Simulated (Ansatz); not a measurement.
**Ligand exchange: SnH(CH3)3 + C2H6O2Si → SnH(CH3)2(SiH3) + C3H6O2**

Gas-phase species: SnH(CH3)3, singlet; C2H6O2Si `CC(=O)O[SiH3]`, singlet; SnH(CH3)2(SiH3), singlet; C3H6O2 (methyl acetate) `COC(C)=O`, singlet. The partners trade CH3 for SiH3: Sn–CH3 and O–SiH3 bonds give way to Sn–SiH3 and O–CH3.

Shapes, held fixed at every level: PBE0-D4/def2-TZVP. Flexible molecules stand in one conformer, not always the lowest. Programs: Ansatz 0.2.0. Electronic energies: no zero-point or thermal term.

Problem. Estimate ΔE of this reaction.

Solution. The highest level, CCSD(T)/def2-TZVPP, gives ΔE = +123.0 kJ/mol; the levels span +98.6 to +133.0. The column of differences is taken from that level and isn't an error. No measured value is set beside it here. For atoms past krypton def2 sets carry core potentials with scalar relativity. Outer-core shells of Sn are correlated, in sets that cover them unevenly.

| level | kind | ΔE (kJ/mol) | less CCSD(T)/def2-TZVPP |
| --- | --- | --- | --- |
| PBE-D4/def2-TZVPP | GGA | +98.6 | -24.4 |
| r2SCAN-D4/def2-TZVPP | meta-GGA | +113.3 | -9.7 |
| B3LYP-D4/def2-TZVPP | global hybrid | +114.0 | -9.0 |
| PBE0-D4/def2-TZVPP | global hybrid | +104.4 | -18.6 |
| wB97M-V/def2-TZVPP | range-separated hybrid | +121.4 | -1.6 |
| B2PLYP/def2-TZVPP | double hybrid | +121.3 | -1.7 |
| MP2/def2-TZVPP | perturbation theory | +133.0 | +10.0 |
| CCSD(T)/def2-TZVPP | coupled cluster or CI | +123.0 | 0.0 |
